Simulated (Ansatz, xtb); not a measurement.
System: BeCl, net charge 0, doublet state. 
Geometry from a B3LYP-D3(BJ)/def2-TZVP (Ansatz, a program for electronic structure) optimisation:
```xyz
2

Be     0.0000     0.0000    -1.4703
Cl     0.0000     0.0000     0.3460
```
Charge 0, spin multiplicity 2.

Harmonic wavenumbers from GFN2-xTB (xtb, at its own minimum), cm⁻¹: 790.

**Question.** Give the harmonic wavenumbers at B3LYP-D3(BJ)/def2-TZVP (Ansatz, finite differences of forces, unscaled).

**Answer.** 816 cm⁻¹. Zero-point energy 1.2 kcal/mol.

**Question.** From these and the geometry, give the ideal-gas thermochemistry at 298.15 K and 1 atm (rigid rotor, harmonic oscillator).

**Answer.** Point group C∞v, rotational symmetry number 1. Rotational constants 21.32, 21.32 GHz. S(trans) 37.30, S(rot) 13.26, S(vib) 0.19, S(elec, spin only) 1.38, S 52.1 cal/(mol K). H(298) - H(0) 2.12 kcal/mol; G - E(el) -12.3 kcal/mol.
